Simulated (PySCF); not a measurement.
## Calculated NMR parameters of aminodimethylborane

- Formula: C2H8BN
- SMILES: CB(C)N
- Carbon signals: 1
- Proton signals: 2

Bonds (- single, = double, # triple, : aromatic): C1-B2 1.578 Å, B2-C3 1.578 Å, B2-N4 1.398 Å. C1 carries H5, H6, H7; C3 carries H8, H9, H10; N4 carries H11, H12.

[PySCF: NMR shieldings at B97-2/pcSseg-2/GIAO; spin–spin couplings from B3LYP/pcJ-2 (spin–dipole term only in couplings to heteroatoms); coordinates at the PBE0-D3(BJ)/def2-TZVP level; no relativistic terms; gas phase; fast rotation and ring inversion assumed for equivalent nuclei; single conformer]

Scale: ¹H, ¹³C vs TMS; ¹¹B vs BF3·OEt2; ¹⁵N against NH3 (reference shieldings calculated alike).

| carbon | δC, type | δH (multiplicity, J in Hz) | HMBC from (abs. J ≥ 3 Hz) | span of the C tensor (ppm) |
| --- | --- | --- | --- | --- |
| C1/C3 | 6.2, CH3 | 0.29 (s) | – | 25 |

Other nuclei:
| atoms | nucleus | environment | δ (ppm) | σ (ppm) |
| --- | --- | --- | --- | --- |
| H11/H12 | ¹H | hydrogen on a nitrogen bonded to B | 3.55 | 28.09 |
| B2 | ¹¹B | boron bonded to 2 C, N | 45.2 | 54.5 |
| N4 | ¹⁵N | nitrogen bonded to B, 2 H | 101.7 | 160.1 |

Selected couplings (Hz, signed; the shortest-range and largest first, 30 at most; isotopes ¹³C, ¹H, ¹¹B, ¹⁵N): ¹J(C1,H5) 121.1, ¹J(C1,B2) 55.3, ¹J(B2,N4) -28.3, ²J(B2,H5) -5.2, ²J(C1,N4) -3.5, ³J(N4,H5) -2.5.

1. δC 6.2: methyl carbon bonded to B.
2. δH 3.55: hydrogen on a nitrogen bonded to B; exchangeable; this is the value without hydrogen bonding to other molecules.
3. δH 0.29: hydrogen on a methyl carbon bonded to B.

The OH or NH signal is concentration- and solvent-dependent in practice; the value given is the gas-phase one. A carbon bonded to boron is broadened by the quadrupolar boron nucleus and is often missing from a measured spectrum. Shifts are as computed. Against solution values, carbons near 30 ppm lie about +3 ppm off and those near 130 ppm about +7 ppm. Of 1309 compounds with measured shifts, 239 miss one by over three times the rms of a fit or turn the order of signals round; such compounds aren't used in these exercises. Experimental scales use liquid or dissolved standards, which lie at an offset from isolated NH3 (liquid NH3: subtract about 20 ppm).
